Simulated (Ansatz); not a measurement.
The cluster Ni₂Br₄: single points at one geometry.

```yaml
crystal:
  periodic: [false, false, false]
  atoms:
    - {symbol: Ni, position_ang: [-0.965359, -0.963999, 0.393799]}
    - {symbol: Ni, position_ang: [0.984082, 0.992334, -0.250786]}
    - {symbol: Br, position_ang: [-1.396398, -3.064514, -0.098680]}
    - {symbol: Br, position_ang: [-1.053780, 1.363797, 0.682791]}
    - {symbol: Br, position_ang: [1.174931, 2.730327, -1.586266]}
    - {symbol: Br, position_ang: [1.256534, -1.057945, 0.859133]}
basis:
  gaussian: {orbitals: def2-TZVP, initial_orbitals: start.molden}
hamiltonian: {xc: pbe, dispersion: d4}
scf: {omitted_lower_state_checks: [starts]}
output: {orbitals: {seedname: orbitals}}
```

The file start.molden holds the orbitals of an earlier run on this structure, at another level or in another basis.

```sh
$ ansatz run in.yaml --threads 4 --pin off --events-out ev --progress --plain --max-ram 8704MiB
```

Shortened log:

```
Functional definition: PBE
2398 factors; their error is unknown
mean field evaluation 1: about -362223.5430 eV, gradient 2.0e1 eV
mean field evaluation 2: about -362224.2114 eV, gradient 1.3e0 eV
mean field evaluation 4: about -362224.3516 eV, gradient 1.8e-1 eV
mean field evaluation 8: about -362224.2317 eV, gradient 3.1e-3 eV
mean field -362224.23174587 eV, -13311.4949922581 hartree, gradient 1.6e-5 eV, S^2 0.000000; 0 other end points of the search recorded, 0 dependent functions left out
reference -362224.23178948 eV, -13311.4949938609 hartree; 98, 98 occupied and 184, 184 virtual orbitals, 2398 factors
Total energy: -362224.61364356 eV, -13311.5090267394 hartree
Checks for a lower state left out: starts
```

Hardware: 4 threads of Intel Xeon Platinum 8559C on a shared host. Wall time 6.5 s.

First input, but with `hamiltonian: {xc: {name: r2SCANh}, dispersion: d4}` (abridged; 20 s):

```
Functional definition: r2SCANh
mean field -362274.53499357 eV, -13313.3436025143 hartree, gradient 1.4e-5 eV, S^2 0.000000
Total energy: -362274.62925220 eV, -13313.3470664551 hartree
Checks for a lower state left out: starts
```

The first input with `gaussian: {orbitals: def2-TZVPD, initial_orbitals: start.molden}` (abridged; 9.5 s):

```
Functional definition: PBE
mean field -362224.32084143 eV, -13311.4982664596 hartree, gradient 2.5e-5 eV, S^2 0.000000
Total energy: -362224.70276915 eV, -13311.5123020442 hartree
Checks for a lower state left out: starts
```

First input, but with `gaussian: {orbitals: def2-SVP, initial_orbitals: start.molden}`, `hamiltonian: {xc: pbe0, dispersion: d4}` (abridged; 8 s):

```
Functional definition: PBE0
mean field -362186.26773156 eV, -13310.0998404650 hartree, gradient 4.4e-5 eV, S^2 0.000000
Total energy: -362186.60111294 eV, -13310.1120920049 hartree
Checks for a lower state left out: starts
```

The first input with `gaussian: {orbitals: def2-TZVPD, initial_orbitals: start.molden}`, `hamiltonian: {xc: pbe0, dispersion: d4}` (abridged; 21 s):

```
Functional definition: PBE0
mean field -362232.28664965 eV, -13311.7910045123 hartree, gradient 3.1e-5 eV, S^2 0.000000
Total energy: -362232.62004112 eV, -13311.8032564226 hartree
Checks for a lower state left out: starts
```

As the first input, with `hamiltonian: {xc: r2scan, dispersion: d4}` (abridged; 11 s):

```
Functional definition: r2SCAN
mean field -362276.32250800 eV, -13313.4092924581 hartree, gradient 2.2e-5 eV, S^2 0.000000
Total energy: -362276.40469304 eV, -13313.4123127025 hartree
Checks for a lower state left out: starts
```

The first input with `gaussian: {orbitals: def2-SVP, initial_orbitals: start.molden}`, `hamiltonian: {xc: {text: "exchange = 0.90*pbe_x + 0.10*exact_x\ncorrelation = pbe_c"}}` (abridged; 6.5 s):

```
Functional definition: unnamed
mean field -362180.84849143 eV, -13309.9006870637 hartree, gradient 6.3e-5 eV, S^2 0.000000
Total energy: -362180.84854409 eV, -13309.9006889988 hartree
Checks for a lower state left out: starts
```

Geometry: PBE0-D4/def2-SVP.

The restricted singlet is unstable towards broken spin symmetry in Hartree–Fock (as tested in another run); at PBE-D4/def2-TZVP, r2SCANh-D4/def2-TZVP, PBE-D4/def2-TZVPD, PBE0-D4/def2-SVP and others this wasn't settled. At PBE-D4/def2-TZVP, PBE-D4/def2-TZVPD an occupied level of the charge 0 singlet lies above an empty one (by up to 0.02 eV), so this SCF solution is probably not the lowest. The geometry of the singlet was relaxed on an unsound state (restricted singlet whose occupied levels cross empty ones at other levels, untested at these). At PBE0-D4/def2-TZVP a quintet of charge 0 lies 1.97 eV below the restricted singlet, each at its own geometry. Another isomer (singlet) lies 0.05 eV lower at PBE0-D4/def2-TZVP.
